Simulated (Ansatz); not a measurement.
The lowest singlet and triplet of F2Ge (SMILES [F][Ge][F]); geometries from B3LYP-D3(BJ)/def2-TZVP, each state relaxed from the structure named, with no frequency check.
Singlet (charge 0, multiplicity 1):
```xyz
3

F     -1.32052    -0.74375     0.00000
Ge    -0.00038     0.41767     0.00000
F      1.32188    -0.74132     0.00000
```
Triplet (charge 0, multiplicity 3):
```xyz
3

F     -1.47440    -0.61052     0.00000
Ge    -0.00026     0.34280     0.00000
F      1.47531    -0.60831     0.00000
```

| level | gap E(singlet) − E(triplet), adiabatic (kcal/mol) | cost |
|---|---|---|
| R-HF/cc-pVDZ | -63.77 | - |
| U-SVWN5/def2-TZVPP | -86.57 | ×0.8 |
| U-r2SCAN/def2-TZVPP | -77.25 | ×3 |
| R-B3LYP/def2-TZVPP | -84.65 | ×1 |
| U-B3LYP/def2-TZVPP | -84.65 | ×2 |
| U-PBE0/def2-TZVPP | -79.33 | ×2 |
| R-wB97X-V/def2-TZVPP | -84.62 | ×3 |
| R-wB97M-V/def2-TZVPP | -85.42 | ×4 |
| R-MP2/cc-pVTZ | -77.49 | - |
| U-CCSD/cc-pVQZ | -79.33 | - |
| R-CCSD(T)/cc-pVTZ | -79.57 | ×4 |
| U-CCSD(T)/cc-pVTZ | -79.57 | ×6 |
| SA-CASSCF(2,2)/cc-pVTZ | -73.59 | - |
| FIC-MRCISD+Q on SA-CASSCF(2,2)/cc-pVQZ | -79.99 | - |

The rows run from -86.57 (U-SVWN5/def2-TZVPP) to -63.77 kcal/mol (R-HF/cc-pVDZ). The 3 R-functionals in def2-TZVPP without D3 or D4 span 0.80, from R-wB97M-V to R-wB97X-V.

A positive gap puts the triplet lower; no zero-point energy. R- takes a restricted singlet. U- takes an unrestricted singlet (broken symmetry where lower, unprojected). The triplet is unrestricted in single-reference levels. Active spaces average the two states.

Cores are frozen in the correlated methods. Filled d and f shells under p-block atoms count as core.

Run with Ansatz (a first-principles code). Each number belongs to the level named beside it.

Costs are rough ratios of core time to R-PBE/def2-TZVPP (about 2.8 s over the structures, on one shared machine); a dash marks a level with no comparable run of its own. 

Measured: singlet below triplet (a) by 30582.1 cm-1 = 87.4 kcal/mol (with zero-point energy) [Jacox, NIST Chemistry WebBook].
